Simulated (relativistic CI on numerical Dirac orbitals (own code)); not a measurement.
# Fe16+: sensitivity of the levels to the model

Base calculation: Dirac-Coulomb-Breit CI, KLI orbitals optimised for each configuration, model QED, unscaled Slater integrals.

Configuration list (outside the closed core 1s2): 2s²2p⁶, 2s²2p⁵3s, 2s²2p⁵3p, 2s²2p⁵3d, 2s2p⁶3s, 2s2p⁶3p, 2s2p⁶3d, 2s²2p⁵4s, 2s²2p⁵4p, 2s²2p⁵4d, 2s²2p⁵4f, 2s²2p⁵5s, 2s²2p⁴3s², 2s²2p⁵5p, 2s2p⁶4s, 2s²2p⁵5d, 2s²2p⁵5f, 2s²2p⁵5g, 2s2p⁶4p, 2s²2p⁴3s3p, 2s2p⁶4d, 2s2p⁶4f, 2s²2p⁴3p², 2s²2p⁴3s3d, 2s²2p⁴3p3d, 2s2p⁵3s², 2s2p⁵3s3p, 2s2p⁶5s, 2s²2p⁴3d², 2s2p⁶5p, 2s2p⁶5d, 2s2p⁶5f, 2s2p⁶5g, 2s2p⁵3p², 2s2p⁵3s3d, 2s2p⁵3p3d. Levels of other configurations are missing.

Variants: (1) one mean potential for all configurations; (2) only the first 3 configurations. Shifts of the energy above 2s²2p⁶ ¹S0, in eV, for the lowest level and the first level of each name with at least 55 % of one term (blank where a level changes its place among those of its configuration and J or its character, or is not in the variant):

```tsv
Level	Base	Δ(1)	Δ(2)
2s²2p⁶ ¹S0	0.000	0.000	0.000
2s²2p⁵3s ³P°2	724.322	-0.240	+0.134
2s²2p⁵3s ³P°0	736.948	-0.217	+0.162
2s²2p⁵3p ³S1	754.590	-0.271	+0.874
2s²2p⁵3p ³D2	758.206	-0.262	-0.010
2s²2p⁵3p ³D3	759.808	-0.255	-0.023
2s²2p⁵3p ³P2	762.778	-0.261	-0.082
2s²2p⁵3p ³P0	768.342	-0.211	-0.070
2s²2p⁵3p ³D1	770.288	-0.235	-0.012
2s²2p⁵3p ³P1	773.526	-0.238	+0.091
2s²2p⁵3p ¹S0	788.554	+0.466	+1.321
2s²2p⁵3d ³P°0	800.934	-0.296	
2s²2p⁵3d ³P°1	801.906	-0.292	
2s²2p⁵3d ³P°2	803.761	-0.284
```

At this charge energies of transitions that change n are usually good to better than 1 %, and those within a shell (Δn = 0) to a few per cent.

Ionisation energy from the two ground configurations alone: base 1260.32 eV. The NIST ASD value (semi-empirical) is 1262.7 eV.

LS names give the leading component of a level, which can be under half, so a name can repeat, a term be missing and a line seem to break the LS rules.
